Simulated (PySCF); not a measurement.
C2H7AlOS, SMILES C[S][Al]([CH3])[OH]. Atoms are numbered in the order given.

```xyz
12

Al    -0.1273    -0.7787     0.0000
C      0.8045    -2.4976     0.0000
H      1.8989    -2.3625     0.0000
H      0.5425    -3.1002    -0.8875
H      0.5425    -3.1002     0.8875
O     -1.8317    -0.5770     0.0000
H     -2.4901    -1.2802     0.0000
S      0.9655     1.1082     0.0000
C     -0.4091     2.3427     0.0000
H     -1.3864     1.8429     0.0000
H     -0.3095     2.9690    -0.8967
H     -0.3095     2.9690     0.8967
```
Charge 0, spin multiplicity 1.

Geometry: TPSSh-D3(BJ)/def2-SVP. One conformer was computed; it need not be the lowest.

These are PBE/pcSseg-1 in PySCF values and carry that method's errors.

GIAO shieldings, no solvent; atoms alike by connectivity are averaged. δ = σ(ref) − σ: ¹³C against TMS (σ = 182.0 ppm); ¹H against TMS (σ = 31.49 ppm); ¹⁷O against H2O (σ = 334.3 ppm); ³³S against H2S (σ = 706.5 ppm), references at their B3LYP-D3(BJ)/def2-TZVP geometries, non-relativistic.

| nucleus | atoms | count | δ (ppm) |
|---|---|---|---|
| ¹³C | C9 | 1 | 14.8 |
| ¹³C | C2 | 1 | -11.0 |
| ¹H | H10, H11, H12 | 3 | 2.66 |
| ¹H | H7 | 1 | 2.65 |
| ¹H | H3, H4, H5 | 3 | 0.02 |
| ¹⁷O | O6 | 1 | 65.9 |
| ³³S | S8 | 1 | 68.8 |
